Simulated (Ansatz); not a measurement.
Gas-phase electronic energies from Ansatz, PBE0-D4/def2-TZVP geometries. CCSD(T)/CBS is the MP2 limit (def2-TZVPP, def2-QZVPP) plus CCSD(T) − MP2 in def2-TZVPP, frozen cores. Functionals use def2-TZVPP. B3LYP here is the variant with VWN-RPA as its local correlation; programs differ in this. One conformer a species, not always the lowest.

Reaction (redistribution): `BBC` + `C[SiH](F)PN` → `CBBN` + `C[SiH](F)P`

```json
{"level": "PBE-D4", "ΔE (kcal/mol)": "-39.1", "difference from CCSD(T)/CBS": "0.0"}
{"level": "r2SCAN", "ΔE (kcal/mol)": "-39.1", "difference from CCSD(T)/CBS": "0.0"}
{"level": "B3LYP", "ΔE (kcal/mol)": "-38.9", "difference from CCSD(T)/CBS": "0.2"}
{"level": "MP2/def2-TZVPP", "ΔE (kcal/mol)": "-40.1", "difference from CCSD(T)/CBS": "-1.0"}
{"level": "SCS-MP2/def2-TZVPP", "ΔE (kcal/mol)": "-39.2", "difference from CCSD(T)/CBS": "-0.1"}
{"level": "CCSD(T)/def2-TZVPP", "ΔE (kcal/mol)": "-40.0", "difference from CCSD(T)/CBS": "-0.9"}
{"level": "HF/def2-QZVPP", "ΔE (kcal/mol)": "-36.3", "difference from CCSD(T)/CBS": "2.8"}
{"level": "MP2/def2-QZVPP", "ΔE (kcal/mol)": "-39.5", "difference from CCSD(T)/CBS": "-0.4"}
{"level": "SCS-MP2/def2-QZVPP", "ΔE (kcal/mol)": "-38.6", "difference from CCSD(T)/CBS": "0.5"}
{"level": "HF/CBS(def2)", "ΔE (kcal/mol)": "-36.3", "difference from CCSD(T)/CBS": "2.8"}
{"level": "CCSD(T)/CBS", "ΔE (kcal/mol)": "-39.1", "difference from CCSD(T)/CBS": "0"}
```

Largest T1 diagnostic among the species: 0.012.

The D4 term adds +0.7 kcal/mol with B3LYP and +0.4 kcal/mol with PBE0; it sums over pairs of atoms, weighted by their polarisabilities, and B3LYP, whose exchange is more repulsive, gets the larger term. In def2-TZVPP, CCSD(T) changes the Hartree–Fock value by −3.6 kcal/mol (the triples alone add −0.5 kcal/mol) and MP2 by −3.7 kcal/mol.
